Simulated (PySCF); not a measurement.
B(OH)2(OSiH3) (BH5O3Si), SMILES OB(O)O[SiH3].

The structure is a stationary point at PBE0-D3(BJ)/def2-SVP. One conformer was computed; it need not be the lowest.

Calculation: TDDFT-B3LYP/def2-SVPD in PySCF 2.14.0.

Vertical excitations.  State labels are in the subgroup Cs.

```
state  symmetry  energy (eV)  λ (nm)      f                            main pairs
-----  --------  -----------  ------  -----  ------------------------------------
S1           A"         6.97     178  0.005                        HOMO→LUMO 96 %
S2           A'         7.29     170  0.005                      HOMO−1→LUMO 95 %
S3           A"         7.42     167  0.000                      HOMO−2→LUMO 97 %
S4           A"         7.89     157  0.003                      HOMO→LUMO+1 93 %
S5           A'         7.96     156  0.012                      HOMO−3→LUMO 97 %
S6           A'         8.14     152  0.005                    HOMO−1→LUMO+1 93 %
S7           A"         8.37     148  0.008    HOMO−4→LUMO 60 %, HOMO→LUMO+2 34 %
S8           A"         8.45     147  0.063    HOMO→LUMO+2 62 %, HOMO−4→LUMO 32 %
S9           A'         8.62     144  0.061                    HOMO−1→LUMO+2 97 %
S10          A'         8.82     141  0.022                      HOMO−5→LUMO 95 %
T1           A"         6.84     181      0                        HOMO→LUMO 88 %
T2           A'         7.13     174      0  HOMO−1→LUMO 81 %, HOMO−1→LUMO+1 16 %
T3           A"         7.19     172      0                      HOMO−2→LUMO 94 %
T4           A"         7.60     163      0                      HOMO→LUMO+1 79 %
```
Triplets are in the Tamm–Dancoff approximation, which puts them higher than full response would, so one can lie above its singlet here.
